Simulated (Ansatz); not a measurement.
Reaction (SMILES): [F][Ge] (F-Ge) → F atom + Ge atom
B3LYP-D3(BJ)/def2-TZVP geometries, fixed; electronic energies without zero-point terms.

Basis-set convergence of the atomisation energy at r2SCAN with Ansatz (a program for electronic structure). Cartesian d functions, on some or all atoms, in 6-31G, 6-31G**; all else is spherical. The program fits the integrals of some runs and decomposes those of others, by size. Open shells are unrestricted. No added dispersion term, no relativity. Functions are those of the species that has most. Reference: the value in aug-cc-pV5Z, 124.80 kcal/mol, itself unsure by roughly 0.06 kcal/mol (its mean distance from pcseg-4, aug-pcseg-3, aug-cc-pVQZ).

```csv
basis,functions,atomisation energy (kcal/mol)
pcseg-0,31,117.30
6-31G,38,?
cc-pVDZ,41,118.73
pcseg-1,41,119.87
6-31G**,50,121.00
aug-cc-pVDZ,59,?
def2-SVPD,61,123.33
6-311G**,62,119.33
cc-pVTZ,73,?
pcseg-2,73,123.69
def2-TZVPP,79,124.04
aug-cc-pVTZ,105,124.25
aug-pcseg-2,105,?
def2-QZVP,132,124.47
def2-QZVPPD,161,124.71
aug-pcseg-3,178,124.73
cc-pV5Z,195,124.73
aug-cc-pV5Z,267,124.80
```

### Question
Complete the blanks.

### Answer

- 6-31G, atomisation energy (kcal/mol): 115.65
- aug-cc-pVDZ, atomisation energy (kcal/mol): 122.14
- cc-pVTZ, atomisation energy (kcal/mol): 123.53
- aug-pcseg-2, atomisation energy (kcal/mol): 124.50
